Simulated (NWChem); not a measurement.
# C4H7F; SMILES CC(C)=CF

Computed with NWChem. Medium grid unless said otherwise, to which SCAN and Minnesota functionals are sensitive. Coordinates come from a B3LYP/6-31G* (spherical d) optimisation. Total energies of different functionals are on different scales.

| level | energy (Ha) | highest occupied level (eV) | orbital gap (eV) | dipole (D) |
|---|---|---|---|---|
| PBE/def2-TZVP | -256.2495 | -5.70 | 5.33 | 1.54 |
| B3LYP/def2-TZVP | -256.5711 | (withheld) | (withheld) | 1.68 |
| CAM-B3LYP/def2-TZVP | -256.4480 | -8.27 | 10.04 | 1.75 |
| PBE0/def2-TZVP | -256.2715 | -6.91 | 7.56 | 1.68 |
| r2SCAN/def2-TZVP | -256.4208 | -5.90 | 5.79 | 1.63 |

**Question.** Some entries are withheld; supply them.

**Answer.** 
- B3LYP/def2-TZVP, highest occupied level (eV): -6.71
- B3LYP/def2-TZVP, orbital gap (eV): 7.09
